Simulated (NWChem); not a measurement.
System: SeF4 cation, doublet; SMILES of the neutral closed-shell parent F[Se](F)(F)F

Here is an NWChem input.

```
start job
memory heap 200 mb stack 900 mb global 1100 mb
charge 1
geometry units angstroms noautoz
  Se     0.000000     0.000000     0.165418
  F      0.000000     1.718247     0.430738
  F      1.280738     0.000000    -0.896538
  F      0.000000    -1.718247     0.430738
  F     -1.280738     0.000000    -0.896538
end
basis spherical
  Se library 6-31g*
  F library 6-31g*
end
dft
  odft
  mult 2
  xc xwpbe 1.00 cpbe96 1.0 hfexch 1.00
  cam 0.4 cam_alpha 0.0 cam_beta 1.0
  iterations 150
  mulliken
end
task dft energy
```

Parts of the log:

```
             Northwest Computational Chemistry Package (NWChem) 7.3.0
             --------------------------------------------------------

 C2V symmetry detected

                             Geometry "geometry" -> ""
                             -------------------------

 Output coordinates in angstroms (scale by  1.889725989 to convert to a.u.)

  No.       Tag          Charge          X              Y              Z
 ---- ---------------- ---------- -------------- -------------- --------------
    1 Se                  34.0000     0.00000000     0.00000000     0.20484926
    2 F                    9.0000     0.00000000     1.71824700     0.47016926
    3 F                    9.0000     1.28073800     0.00000000    -0.85710674
    4 F                    9.0000     0.00000000    -1.71824700     0.47016926
    5 F                    9.0000    -1.28073800     0.00000000    -0.85710674

 Effective nuclear repulsion energy (a.u.)     478.1514011336

      Symmetry information
      --------------------

 Group name             C2v
 Group number             16
 Group order               4
 No. of unique centers     3

  pbe96 is a nonlocal functional; adding pw91lda local functional.

                                 NWChem DFT Module
                                 -----------------

 Summary of "ao basis" -> "ao basis" (spherical)
 ------------------------------------------------------------------------------
       Tag                 Description            Shells   Functions and Types
 ---------------- ------------------------------  ------  ---------------------
 Se                          6-31g*                 12       32   5s4p3d
 F                           6-31g*                  6       14   3s2p1d

      Symmetry analysis of basis
      --------------------------

        a1         35
        a2         11
        b1         21
        b2         21

            General Information
            -------------------
          SCF calculation type: DFT
          Wavefunction type:  spin polarized.
          No. of atoms     :     5
          No. of electrons :    69
           Alpha electrons :    35
            Beta electrons :    34
          Charge           :     1
          Spin multiplicity:     2
          Use of symmetry is: on ; symmetry adaption is: on
          Maximum number of iterations: 150
          AO basis - number of functions:    88
                     number of shells:    36
          Convergence on energy requested:  1.00D-06
          Convergence on density requested:  1.00D-05
          Convergence on gradient requested:  5.00D-04

              XC Information
              --------------
                     Hartree-Fock (Exact) Exchange  1.000
                     LC-wPBE(h)Exchange Functional  1.000
            Perdew 1991 LDA Correlation Functional  1.000 local
           PerdewBurkeErnz. Correlation Functional  1.000 non-local

           Range-Separation Parameters
           ---------------------------
           Alpha           :  0.00
           Beta            :  1.00
           Gamma           :  0.40
           Short-Range HF  :     F

             Grid Information
             ----------------
          Grid used for XC integration:  medium
          Radial quadrature: Mura-Knowles
          Angular quadrature: Lebedev.
          Tag              B.-S. Rad. Rad. Pts. Rad. Cut. Ang. Pts.
          ---              ---------- --------- --------- ---------
          Se                  1.15      112           6.0       590
          F                   0.50       49           8.0       434
          Grid pruning is: on
          Number of quadrature shells:   210
          Spatial weights used:  Erf1

      Superposition of Atomic Density Guess
      -------------------------------------

 Sum of atomic energies:       -2796.99467136

 Renormalizing density from      70.00 to     69

      Non-variational initial energy
      ------------------------------

 Total energy =   -2773.090339
 1-e energy   =   -4785.016456
 2-e energy   =    1533.774716
 HOMO         =      -0.679434
 LUMO         =      -0.350161

   Symmetry analysis of molecular orbitals - initial alpha
   -------------------------------------------------------

  Numbering of irreducible representations:

     1 a1          2 a2          3 b1          4 b2

  Orbital symmetries:

     1 a1          2 a1          3 b2          4 b1          5 a1
     6 a1          7 b1          8 b2          9 a1         10 a1
    11 b2         12 b1         13 a1         14 a1         15 b1
    16 a2         17 b2         18 a1         19 a1         20 b1
    21 b2         22 a1         23 a1         24 b2         25 b1
    26 a1         27 a2         28 a1         29 b2         30 b1
    31 a1         32 b1         33 b2         34 a2         35 a1
    36 b1         37 a1         38 b2         39 a1         40 a1
    41 b1         42 b2         43 a2         44 a1         45 b2

   Symmetry analysis of molecular orbitals - initial beta
   ------------------------------------------------------

  Numbering of irreducible representations:

     1 a1          2 a2          3 b1          4 b2

  Orbital symmetries:

     1 a1          2 a1          3 b2          4 b1          5 a1
     6 a1          7 b1          8 b2          9 a1         10 a1
    11 b2         12 b1         13 a1         14 a1         15 b1
    16 a2         17 b2         18 a1         19 a1         20 b1
    21 b2         22 a1         23 a1         24 b2         25 b1
    26 a1         27 a2         28 a1         29 b2         30 b1
    31 a1         32 b1         33 b2         34 a2         35 a1
    36 b1         37 a1         38 b2         39 a1         40 a1
    41 b1         42 b2         43 a2         44 a1         45 b2

     ---------------------------------------------
      Total Density - Mulliken Population Analysis
     ---------------------------------------------

[...]
```

Level: LC-wPBE (HJS exchange hole, range parameter 0.4 per bohr)/6-31G* (spherical d), spin-unrestricted. In the optimisation the excess spin sits in a1 (C2v, its own frame). All runs use the structure optimised with PBE0/def2-SVP, spin-unrestricted. This spin state was assumed; another may lie lower. No stability test was run on the SCF state.
